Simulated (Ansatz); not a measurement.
Reaction (ligand exchange at the Si–C bond): `[SiH3]C1(S)CO1` + `[CH3][Al]([OH])[SiH3]` → `[CH3][Al]([SiH3])[O][SiH3]` + `SC1CO1`

Gas-phase electronic energies from Ansatz, PBE0-D4/def2-TZVP geometries. CCSD(T)/CBS is the MP2 limit (def2-TZVPP, def2-QZVPP) plus CCSD(T) − MP2 in def2-TZVPP, frozen cores. Functionals use def2-TZVPP. Each species was taken in one conformer, which may not be the lowest.

`[SiH3]C1(S)CO1`:

Z-matrix (Å, degrees):
```
Si
C 1 1.889
H 1 1.484 2 109.6
H 1 1.484 2 109.8 3 120.4
H 1 1.484 2 107.1 3 -119.7
S 2 1.785 1 113.4 3 -65.1
C 2 1.465 1 119.3 3 88.6
O 2 1.430 1 115.1 3 155.1
H 6 1.344 2 97.7 1 160.2
H 7 1.088 2 118.5 1 -152.5
H 7 1.089 2 120.5 1 -0.7
```

`[CH3][Al]([OH])[SiH3]`:

```xyz
11

C     1.881   -0.635    0.417
Al   -0.054   -0.472    0.343
O    -0.961   -1.630    1.197
Si   -1.249    1.286   -0.899
H     2.190   -1.480    1.037
H     2.339    0.272    0.825
H     2.304   -0.774   -0.583
H    -1.917   -1.629    1.218
H    -0.850    2.650   -0.443
H    -0.952    1.222   -2.361
H    -2.731    1.190   -0.750
```

`[CH3][Al]([SiH3])[O][SiH3]`:

Z-matrix (Å, degrees):
```
C
Al 1 1.943
H 1 1.095 2 110.6
H 1 1.092 2 112.2 3 -120.5
H 1 1.095 2 111.2 3 118.0
Si 2 2.455 1 125.6 3 -66.6
O 2 1.692 1 118.8 3 113.4
H 6 1.493 2 110.8 1 -111.2
H 6 1.492 2 111.4 1 129.8
H 6 1.491 2 112.7 1 8.9
Si 7 1.624 2 160.4 1 179.3
H 11 1.487 7 110.0 2 -122.9
H 11 1.487 7 110.0 2 117.3
H 11 1.489 7 111.0 2 -2.8
```

`SC1CO1`:

Z-matrix (Å, degrees):
```
C
C 1 1.455
O 1 1.407 2 59.7
S 1 1.780 2 124.7 3 -107.1
H 1 1.088 2 119.2 3 103.7
H 2 1.087 1 120.2 3 -103.1
H 2 1.087 1 119.0 3 103.6
H 4 1.343 1 96.3 2 19.2
```

| level | ΔE (kJ/mol) |
| --- | --- |
| BLYP-D4 | -111.6 |
| r2SCANh-D4 | -118.0 |
| r2SCAN0 | -121.4 |
| HF/def2-SVP | -142.9 |

**Question.** What does CCSD(T)/CBS give? (Best estimate.)

**Answer.** The calculation gave: -116.2 kJ/mol. The listed levels differ from it by 4.6, -1.8, -5.2, -26.7 kJ/mol.

Largest T1 diagnostic among the species: 0.013.

From PBE to PBE0 (25 % exact exchange), in def2-TZVPP and without D4, ΔE moves by −9.2 kJ/mol. Leaving LDA and LC-ωPBE aside and taking each functional with its dispersion term where it has one, the values, not all of them listed here, spread over 32.2 kJ/mol, from BHLYP-D4 to revPBE-D4. LDA lies +4.3 kJ/mol from PBE without D4. The D4 term adds +4.7 kJ/mol with B3LYP and +2.2 kJ/mol with PBE0; it sums over pairs of atoms, weighted by their polarisabilities, and B3LYP, whose exchange is more repulsive, gets the larger term.

B3LYP here is the variant with VWN-RPA as its local correlation; programs differ in this.
